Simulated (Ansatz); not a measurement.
Consider the formal exchange of groups at the Si–C bond: `CC[SiH2]N` + `C=O` → `N[SiH2]C=O` + ethane.

Gas-phase electronic energies from Ansatz, PBE0-D4/def2-TZVP geometries. CBS: MP2 limit from def2 TZ/QZ plus the TZ coupled-cluster correction, frozen cores. This one scheme is used for every species. Functionals use def2-TZVPP. HSE06 is defined as in plane-wave codes. Each species was taken in one conformer, which may not be the lowest.

`CC[SiH2]N`:

Z-matrix (Å, degrees):
```
C
C 1 1.526
H 1 1.093 2 111.4
H 1 1.093 2 111.7 3 120.1
H 1 1.093 2 111.5 3 -119.7
Si 2 1.871 1 113.2 3 60.7
H 2 1.095 1 110.9 3 -61.0
H 2 1.097 1 110.2 3 -178.0
N 6 1.724 2 110.3 1 178.7
H 6 1.498 2 107.4 1 53.0
H 6 1.490 2 111.3 1 -63.8
H 9 1.008 6 120.0 2 -61.1
H 9 1.007 6 119.1 2 157.3
```

`C=O`:

```xyz
4

C    -0.004    0.002   -0.002
O     0.986   -0.544    0.385
H    -0.988   -0.509   -0.022
H     0.005    1.051   -0.362
```

`N[SiH2]C=O`:

Cartesian coordinates in Å:
```
N -0.110 -0.611 1.326
Si -0.089 -0.619 -0.372
C 0.302 1.211 -0.815
O 0.375 2.050 0.051
H -0.444 -1.355 1.911
H -0.083 0.285 1.788
H -1.371 -0.984 -1.044
H 0.963 -1.491 -0.967
H 0.456 1.513 -1.878
```

`CC`:

```xyz
8

C    -0.433   -0.595   -0.189
C     0.433    0.595    0.189
H    -0.019   -1.133   -1.045
H    -0.517   -1.305    0.637
H    -1.445   -0.282   -0.457
H     0.019    1.133    1.045
H     0.517    1.305   -0.637
H     1.445    0.282    0.457
```

| level | ΔE (eV) |
| --- | --- |
| PBE-QIDH | 0.06 |
| HSE06 | 0.01 |

Task: What does CCSD(T)/CBS give? (Best estimate.)

Result: Computed: +0.06 eV. The listed levels differ from it by 0.00, -0.05 eV.

Largest T1 diagnostic among the species: 0.015.

From BLYP to BHLYP (50 % exact exchange), in def2-TZVPP and without D4, ΔE moves by +0.07 eV. Leaving LDA and LC-ωPBE aside and taking each functional with its dispersion term where it has one, the values, not all of them listed here, spread over 0.09 eV, from BLYP-D4 to PBE-QIDH.
